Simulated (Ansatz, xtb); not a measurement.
## BH2InN+: where a starting geometry ends

The starting geometry of this gas-phase singlet has its atoms placed at random.

```xyz
5

B    -0.3339    1.4793    0.1426
In   -0.2086   -0.5278    1.1184
N    -0.0645   -1.7952   -0.7246
H     0.9934    1.6916   -0.2677
H     0.1456   -0.3189   -1.1981
```

Question: One run relaxed it with r2SCAN-D4/def2-SVP. What is a likely outcome?

Answer: It ends as a structure given below by its coordinates. Distances that change by over a tenth: B1–H4 (1.41 → 1.18 Å), In2–N3 (2.24 → 2.51 Å). Contacts that open: B1–In2 (2.24 → 3.38 Å). Contacts that close: B1–N3 (3.40 → 1.28 Å), N3–H5 (1.56 → 1.02 Å).

The energy falls by 11.47 eV over 24 steps:

| step | E − E(last) (eV) |
| --- | --- |
| 1 | 11.468 |
| 4 | 8.732 |
| 6 | 8.357 |
| 9 | 7.716 |
| 11 | 6.674 |
| 14 | 1.689 |
| 16 | 0.140 |
| 19 | 0.006 |
| 21 | 0.001 |
| 24 | 0.000 |

Final geometry (Å):

```json
{"atom": "B", "x (Å)": "0.3216", "y (Å)": "0.9920", "z (Å)": "-0.5749"}
{"atom": "In", "x (Å)": "-0.6149", "y (Å)": "-1.3131", "z (Å)": "1.7198"}
{"atom": "N", "x (Å)": "0.1378", "y (Å)": "-0.2691", "z (Å)": "-0.4378"}
{"atom": "H", "x (Å)": "0.4486", "y (Å)": "2.1675", "z (Å)": "-0.5522"}
{"atom": "H", "x (Å)": "0.2389", "y (Å)": "-1.0482", "z (Å)": "-1.0842"}
```

From the same start GFN2-xTB ends elsewhere, differing in B1–In2 (2.41 against 3.38 Å here), B1–N3 (4.43 against 1.28 Å here).

From so rough a start the end depends on the optimiser's path, so another program may land elsewhere. The end wasn't checked by frequencies. Atoms past krypton carry core potentials, without spin–orbit terms. Run with Ansatz 0.2.0, 25 s on 1 thread of Intel(R) Xeon(R) 6975P-C (Granite Rapids), with other jobs on the host.
